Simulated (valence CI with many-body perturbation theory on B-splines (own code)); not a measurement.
**K⁴⁺: electric-dipole lines**

Computed by configuration interaction combined with many-body perturbation theory (CI+MBPT): five valence electrons over a frozen Dirac-Fock core [Ne], radial functions for each j: 11 s, 11 p, 10 d, 8 f, 5 g, 2 h, with the one-electron correlation potential Σ1, the two-electron term Σ2, the three-electron term Σ3, Breit, model QED; selected CI, second order for the rest, scaled by the run's own slope (own B-spline code, finite nucleus).

Set against measurement, 33 paired levels are off by 288 cm⁻¹ on average, the worst by 1156. These come from a selection out of Sansonetti, J. Phys. Chem. Ref. Data 37, 7 (2008). Levels without a partner in it may be off by more. Among the levels kept, up to 3400 cm⁻¹ of a level comes from second order outside the variational space, and about a tenth of that is noise between levels of different J, which matters for small intervals. 5 measured levels below the end of the list, from 206720 cm⁻¹ on, found no clear computed partner, and computed levels of the same name lie up to 6871 cm⁻¹ from them.

Lines 251 to 300 of 580 in falling wavelength, among levels below 58.233 eV, chosen from the strongest by gf and those to the six lowest levels. Wavelengths and rates use the calculated energies, so an error of 300 cm⁻¹ moves a line at 603.2 Å by 0.18 % and its rate by three times that or more. Electric multipoles are in the length gauge, E1 and E2 with the static RPA response of the core. Weak lines are less certain than strong ones. Lines between different terms over intervals too small for the method are left out, as are lines whose strength nearly cancels. Where a level lies close to another of its J and parity, the split of strength between their lines is uncertain. The highest levels of a list are the least certain.

Names give the largest LS component (configuration and term), which can be under half, so a name can repeat, a term be missing and a line seem to break the LS rules; names also repeat where a configuration has a term twice. Letters in brackets count levels of one name in rising energy.

```tsv
λ vac (Å)	λ from measured levels	Upper	Lower	A (s⁻¹)	log gf	Branch %
607.5		3s²3p²4p ⁴P°_5/2	3s²3p²3d ⁴D_7/2	9.10e+08	-0.52	15.5
607.1		3s3p³3d ²G°_7/2 [b]	3s²3p²3d ²G_7/2	1.66e+09	-0.14	36.7
607.1		3s3p³3d ⁴F°_7/2 [b]	3s²3p²3d ²F_5/2 [a]	3.06e+08	-0.87	13.3
607.1		3s3p³3d ⁴F°_3/2 [b]	3s²3p²3d ⁴D_1/2	1.02e+09	-0.65	41.6
606.2		3s3p³3d ²G°_9/2 [b]	3s²3p²3d ²G_9/2	1.92e+09	0.02	42.6
603.2	603.4	3s3p⁴ ²S_1/2	3s²3p³ ²P°_3/2	1.55e+09	-0.77	68.2
602.7		3s3p³3d ²D°_3/2 [c]	3s²3p²3d ²D_3/2 [a]	5.05e+08	-0.96	1.9
602.5		3s3p³3d ²D°_3/2 [d]	3s²3p²3d ²D_3/2 [b]	6.27e+08	-0.86	3.0
602.0	602.3	3s3p⁴ ²S_1/2	3s²3p³ ²P°_1/2	7.18e+08	-1.11	31.5
598.0		3s3p³3d ²D°_5/2 [d]	3s²3p²3d ²D_5/2 [b]	6.81e+08	-0.66	3.4
597.7		3s3p³3d ²F°_7/2 [b]	3s²3p²3d ²G_7/2	2.57e+08	-0.96	7.9
595.6		3s3p³3d ²F°_7/2 [a]	3s²3p²3d ²F_7/2 [a]	2.20e+08	-1.03	18.9
593.1		3s3p³3d ²F°_7/2 [c]	3s²3p²3d ²D_5/2 [a]	3.98e+08	-0.77	1.3
589.9		3s3p³3d ⁴F°_9/2 [b]	3s²3p²3d ⁴F_9/2	6.86e+08	-0.45	29.9
588.8		3s3p³3d ²F°_5/2 [c]	3s²3p²3d ²D_3/2 [a]	4.07e+08	-0.90	1.5
586.9		3s²3p²4p ⁴D°_5/2	3s²3p²3d ⁴F_7/2	3.85e+08	-0.92	19.3
586.9	586.3	3s²3p²3d ²P_3/2 [a]	3s²3p³ ²D°_5/2	1.52e+09	-0.50	83.6
586.1	585.5	3s²3p²3d ²P_3/2 [a]	3s²3p³ ²D°_3/2	1.62e+08	-1.48	8.9
586.0		3s²3p²4p ⁴D°_7/2	3s²3p²3d ⁴F_9/2	6.85e+08	-0.55	32.9
585.8		3s3p³3d ²F°_5/2 [a]	3s²3p²3d ²F_5/2 [a]	3.84e+08	-0.93	28.4
585.4		3s3p³3d ⁴F°_7/2 [b]	3s²3p²3d ⁴F_7/2	5.98e+08	-0.61	25.9
584.2		3s3p³3d ⁴D°_3/2 [d]	3s²3p²3d ⁴P_1/2	5.67e+08	-0.94	2.3
584.1		3s3p³3d ⁴D°_1/2 [c]	3s²3p²3d ⁴P_1/2	1.19e+09	-0.91	4.9
582.7		3s3p³3d ⁴D°_5/2 [d]	3s²3p²3d ⁴P_3/2	1.01e+09	-0.51	4.2
582.4		3s3p³3d ⁴D°_3/2 [d]	3s²3p²3d ⁴P_3/2	9.75e+08	-0.70	4.0
581.8		3s3p³3d ⁴F°_5/2 [b]	3s²3p²3d ⁴F_5/2	3.06e+08	-1.03	7.6
580.9		3s3p³3d ⁴D°_7/2 [d]	3s²3p²3d ⁴P_5/2	1.83e+09	-0.13	7.9
580.9	580.3	3s²3p²3d ²P_1/2 [a]	3s²3p³ ²D°_3/2	1.65e+09	-0.78	87.8
579.8		3s3p³3d ⁴D°_5/2 [d]	3s²3p²3d ⁴P_5/2	5.78e+08	-0.76	2.4
579.4		3s3p³3d ⁴F°_3/2 [b]	3s²3p²3d ⁴F_3/2	5.04e+08	-0.99	20.6
577.3		3s3p³3d ²P°_3/2	3s²3p²3d ²D_5/2 [a]	8.46e+08	-0.77	6.7
575.4		3s3p³3d ²P°_1/2 [b]	3s²3p²3d ²D_3/2 [a]	1.01e+09	-1.00	7.4
572.8		3s²3p3d² ²P°_3/2	3s²3p²3d ²D_5/2 [b]	1.26e+09	-0.61	3.1
569.4		3s²3p3d² ²P°_1/2	3s²3p²3d ²D_3/2 [b]	1.48e+09	-0.84	3.6
559.2		3s²3p²4p ²F°_7/2	3s²3p²3d ²F_7/2 [a]	8.65e+08	-0.49	19.3
558.2		3s3p³3d ²D°_5/2 [b]	3s²3p²3d ²F_7/2 [a]	5.94e+08	-0.78	8.0
556.6		3s²3p²4p ²F°_5/2	3s²3p²3d ⁴D_5/2	3.35e+08	-1.03	7.6
554.3		3s²3p²4p ²S°_1/2	3s²3p²3d ²P_3/2 [a]	1.37e+09	-0.90	54.6
552.8		3s3p³3d ²D°_5/2 [d]	3s²3p²3d ²D_5/2 [a]	5.82e+08	-0.80	2.9
552.7		3s²3p²4p ²F°_5/2	3s²3p²3d ²F_5/2 [a]	1.02e+09	-0.55	23.0
552.7		3s3p³3d ²P°_3/2	3s²3p²3d ²P_3/2 [b]	7.08e+08	-0.89	5.6
552.4		3s²3p²4p ²F°_7/2	3s²3p²3d ⁴D_7/2	5.96e+08	-0.66	13.3
551.4		3s3p³3d ²D°_5/2 [b]	3s²3p²3d ⁴D_7/2	4.65e+08	-0.90	6.3
549.4		3s3p³3d ²D°_3/2 [d]	3s²3p²3d ²D_3/2 [a]	6.43e+08	-0.93	3.1
548.4		3s3p³3d ²D°_3/2 [b]	3s²3p²3d ²F_5/2 [a]	5.69e+08	-0.99	7.9
538.2		3s3p³3d ²F°_7/2 [d]	3s²3p²3d ²D_5/2 [a]	2.04e+09	-0.15	7.8
535.6		3s3p³3d ²G°_7/2 [b]	3s²3p²3d ²F_7/2 [a]	2.81e+08	-1.01	6.2
534.3		3s3p³3d ²G°_9/2 [b]	3s²3p²3d ²F_7/2 [a]	1.48e+09	-0.20	33.0
532.7		3s3p³3d ²F°_5/2 [d]	3s²3p²3d ²D_3/2 [a]	1.73e+09	-0.36	6.4
531.5		3s3p³3d ²G°_7/2 [b]	3s²3p²3d ⁴D_5/2	5.15e+08	-0.76	11.4
```
